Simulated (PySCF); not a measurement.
Level of theory: PySCF 2.14.0 with PBE-D3(BJ)/def2-TZVP // B3LYP-D3(BJ)/def2-TZVP. Gas-phase values, no solvent. One relaxed conformer stands for a flexible species; it need not be the lowest. Excitations are Tamm–Dancoff values on a coarser integration grid. The basis has no diffuse functions, so Rydberg states are missing or too high.

Reference species (SMILES): `C=CCO` (C–C–C–O torsion -6°, C–C–O–H torsion -58°) (neutral, multiplicity 1).

| Quantity | Value |
|---|---|
| brightest of the four lowest singlets (TDA) | 7.23 eV |
| HOMO–LUMO gap | 5.45 eV |

Changed species: `C=C[CH2][GeH3]` (C–C–C–Ge torsion 106°) (X = germyl; the reference has X = hydroxy).

Question: Predict the effect on the brightest of the four lowest singlets (TDA) and HOMO–LUMO gap.

Answer: the brightest of the four lowest singlets (TDA) drops by 0.65 eV, to 6.58 eV; the HOMO–LUMO gap decreases by 0.31 eV, to 5.14 eV.
